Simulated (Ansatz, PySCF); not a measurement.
3-ethylideneoxetane (C5H8O), SMILES O1CC(=CC)C1. Atoms are numbered in the order given.

```xyz
14

C      2.4078    -0.4379     0.3591
C      1.2503     0.4913     0.5207
C      0.0114     0.2351     0.1124
C     -0.7012    -0.8974    -0.5798
O     -1.9317    -0.1719    -0.5314
C     -1.3192     0.9390     0.1281
H      2.1165    -1.3714    -0.1445
H      3.2147     0.0276    -0.2313
H      2.8470    -0.7029     1.3354
H      1.4430     1.4527     1.0125
H     -0.7488    -1.8523    -0.0224
H     -0.3756    -1.1133    -1.6153
H     -1.3804     1.8708    -0.4652
H     -1.7531     1.1304     1.1278
```

The structure is a stationary point at PBE0-D3(BJ)/def2-SVP.

Two levels are set side by side: PBE-D3(BJ)/def2-SVP (Ansatz, a first-principles code) and PBE0-D3(BJ)/def2-SVP (Ansatz). Each level has its own optimised geometry; the coordinates shown are those of the second. Frequencies come from the Hessian of PySCF at each geometry. Differences are taken from unrounded values.

```csv
quantity,PBE0-D3(BJ)
mean bond length (Å),1.252
bond C1–C2 (Å),1.493
bond C2–C3 (Å),1.329
bond C3–C4 (Å),1.506
bond C3–C6 (Å),1.505
bond C4–O5 (Å),1.429
bond O5–C6 (Å),1.430
bond C1–H7 (Å),1.100
bond C1–H8 (Å),1.103
bond C1–H9 (Å),1.103
bond C2–H10 (Å),1.097
bond C4–H11 (Å),1.107
bond C4–H12 (Å),1.107
bond C6–H13 (Å),1.106
bond C6–H14 (Å),1.106
highest harmonic wavenumber (cm⁻¹),3170
mean harmonic wavenumber (cm⁻¹),1460
zero-point energy (kcal/mol),75.16
```

What does PBE-D3(BJ) give, and how far is it from PBE0-D3(BJ)? (The exact figures need the calculation; the answer reports its results.)


```tsv
quantity	PBE-D3(BJ)	PBE-D3(BJ) minus PBE0-D3(BJ)
mean bond length (Å)	1.262	0.010
bond C1–C2 (Å)	1.500	0.007
bond C2–C3 (Å)	1.341	0.011
bond C3–C4 (Å)	1.513	0.007
bond C3–C6 (Å)	1.512	0.007
bond C4–O5 (Å)	1.447	0.018
bond O5–C6 (Å)	1.448	0.018
bond C1–H7 (Å)	1.108	0.008
bond C1–H8 (Å)	1.112	0.009
bond C1–H9 (Å)	1.112	0.009
bond C2–H10 (Å)	1.105	0.008
bond C4–H11 (Å)	1.117	0.010
bond C4–H12 (Å)	1.117	0.010
bond C6–H13 (Å)	1.116	0.010
bond C6–H14 (Å)	1.116	0.010
highest harmonic wavenumber (cm⁻¹)	3076	-94
mean harmonic wavenumber (cm⁻¹)	1406	-54
zero-point energy (kcal/mol)	72.37	-2.78
```

GGA bonds tend to be longer and softer than those of functionals with exact exchange. Differences between two approximate levels are no errors against the true value.
